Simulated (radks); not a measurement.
Results of a calculation; reference values are marked as such.
Spherical quantum dot in the effective-mass picture: electrons in a hard-walled sphere of radius 2.74, with a point charge +2 (a donor) at the centre, all in effective atomic units (hartree* = m*/eps^2 hartree, bohr* = eps/m* bohr), one dielectric constant everywhere. Level of theory: non-relativistic Kohn-Sham, PBEsol, spin-polarised, spherical densities (a radial shooting solver with Libxc functionals). Levels are named by radial order and angular momentum (1s, 1p, 1d, 2s, ...), and open shells are averaged over m.

N = 9, configuration 1s2 1p6 2s(up 1, down 0). This is the lowest configuration that the search found. Occupied and some empty levels:

| level | occupation | eigenvalue (hartree*) | <r> (bohr*) |
|---|---|---|---|
| 1s up | 1 | 3.5218 | 1.114 |
| 1s down | 1 | 3.5930 | 1.169 |
| 1p up | 3 | 4.4156 | 1.693 |
| 1p down | 3 | 4.4363 | 1.691 |
| 2s up | 1 | 4.8754 | 1.370 |
| 2s down | 0 | 4.9823 | 1.338 |
| 1d up | 0 | 5.2074 | 1.835 |
| 1d down | 0 | 5.2311 | 1.832 |
| 1f up | 0 | 6.1765 | 1.925 |
| 1f down | 0 | 6.2039 | 1.923 |
| 2p up | 0 | 6.9433 | 1.402 |
| 2p down | 0 | 6.9807 | 1.414 |
| 1g up | 0 | 7.3257 | 1.992 |
| 1g down | 0 | 7.3558 | 1.991 |

Energy (hartree*): total 16.3991, kinetic 13.188, external -15.854, Hartree 23.495, exchange-correlation -4.4289.

Electron density:

| r (bohr*) | n(r) (e/bohr*^3) |
|---|---|
| 0.134 | 2.362 |
| 0.271 | 1.393 |
| 0.408 | 0.8473 |
| 0.545 | 0.5412 |
| 0.682 | 0.3723 |
| 0.819 | 0.2822 |
| 0.956 | 0.2374 |
| 1.09 | 0.2174 |
| 1.23 | 0.2096 |
| 1.37 | 0.2056 |
| 1.50 | 0.1997 |
| 1.64 | 0.1882 |
| 1.78 | 0.1691 |
| 1.92 | 0.1426 |
| 2.05 | 0.1104 |
| 2.19 | 0.07616 |
| 2.33 | 0.04452 |
| 2.46 | 0.01992 |
| 2.60 | 0.004919 |
| 2.74 | 0.00001149 |
